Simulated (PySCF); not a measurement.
A structure optimised at r2SCAN-D4/def2-SVP, used in a PySCF frequency run:

```xyz
14

Si     0.7131    -0.7397     0.3121
O      2.0055     0.2719     0.6191
N     -0.6526     0.1484    -0.2724
C     -1.1928     1.2453     0.5044
C     -1.4849    -0.2600    -1.3810
H      0.5143    -1.3895     1.6395
H      0.9824    -1.7623    -0.7447
H      2.2702     0.8297    -0.1229
H     -2.1604     0.9896     0.9838
H     -1.3667     2.1372    -0.1293
H     -0.4863     1.5396     1.2966
H     -1.6545     0.5787    -2.0853
H     -2.4837    -0.6147    -1.0520
H     -1.0084    -1.0783    -1.9419
```

Q: Write its SMILES and formula.

A: CN(C)[SiH2]O, C2H9NOSi

Q: What are its rotational constants (standard atomic weights)?

A: 6.4452, 2.6165, 2.1352 GHz
